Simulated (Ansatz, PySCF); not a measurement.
C₄H₁₃NSi, SMILES CCN[C@H](C)[SiH3]. Atoms are numbered in the order given.

```xyz
19

C     -2.8307    -0.2357     0.7152
C     -1.3573    -0.5863     0.5468
N     -0.7904     0.1120    -0.5977
C      0.6563     0.0046    -0.8051
C      1.2256    -1.4243    -0.8448
Si     1.5739     1.1628     0.4076
H     -3.2627    -0.7436     1.5917
H     -2.9573     0.8510     0.8353
H     -3.4139    -0.5459    -0.1688
H     -0.8018    -0.2786     1.4487
H     -1.2485    -1.6916     0.4892
H     -1.2848    -0.1698    -1.4445
H      0.8561     0.4722    -1.7869
H      2.2887    -1.4202    -1.1339
H      1.1511    -1.9274     0.1328
H      0.6791    -2.0427    -1.5785
H      1.3592     0.7681     1.8318
H      3.0435     1.0982     0.1387
H      1.1086     2.5661     0.2213
```
Charge 0, spin multiplicity 1.

Geometry optimised at B3LYP-D3(BJ)/def2-SVP. The structure was generated by enumeration; whether it is a known compound was not checked. Other conformers were not sampled.

Two levels are set side by side: PBE-D3(BJ)/def2-SVP (Ansatz, a program for electronic structure) and B3LYP-D3(BJ)/def2-SVP (Ansatz). Each level has its own optimised geometry; the coordinates shown are those of the second. Frequencies come from the Hessian of PySCF at each geometry. Differences are taken from unrounded values.

```
quantity                            B3LYP-D3(BJ)
----------------------------------  ------------
mean bond length (Å)                       1.296
bond C1–C2 (Å)                             1.524
bond C2–N3 (Å)                             1.456
bond N3–C4 (Å)                             1.465
bond C4–C5 (Å)                             1.539
bond C4–Si6 (Å)                            1.912
bond C1–H7 (Å)                             1.101
bond C1–H8 (Å)                             1.101
bond C1–H9 (Å)                             1.104
bond C2–H10 (Å)                            1.103
bond C2–H11 (Å)                            1.112
bond N3–H12 (Å)                            1.020
bond C4–H13 (Å)                            1.106
bond C5–H14 (Å)                            1.102
bond C5–H15 (Å)                            1.102
bond C5–H16 (Å)                            1.104
bond Si6–H17 (Å)                           1.493
highest harmonic wavenumber (cm⁻¹)          3494
mean harmonic wavenumber (cm⁻¹)             1405
zero-point energy (kcal/mol)              102.46
```

Problem. What does PBE-D3(BJ) give, and how far is it from B3LYP-D3(BJ)? (Estimate from the structure and the level; the computed values follow.)

Solution. 
```tsv
quantity	PBE-D3(BJ)	PBE-D3(BJ) minus B3LYP-D3(BJ)
mean bond length (Å)	1.304	0.008
bond C1–C2 (Å)	1.526	0.002
bond C2–N3 (Å)	1.458	0.002
bond N3–C4 (Å)	1.466	0.001
bond C4–C5 (Å)	1.541	0.002
bond C4–Si6 (Å)	1.921	0.010
bond C1–H7 (Å)	1.108	0.007
bond C1–H8 (Å)	1.108	0.008
bond C1–H9 (Å)	1.111	0.007
bond C2–H10 (Å)	1.112	0.009
bond C2–H11 (Å)	1.122	0.010
bond N3–H12 (Å)	1.029	0.008
bond C4–H13 (Å)	1.114	0.009
bond C5–H14 (Å)	1.109	0.007
bond C5–H15 (Å)	1.110	0.008
bond C5–H16 (Å)	1.112	0.008
bond Si6–H17 (Å)	1.507	0.013
highest harmonic wavenumber (cm⁻¹)	3407	-87
mean harmonic wavenumber (cm⁻¹)	1366	-39
zero-point energy (kcal/mol)	99.58	-2.87
```

GGA bonds tend to be longer and softer than those of functionals with exact exchange. Differences between two approximate levels are no errors against the true value.
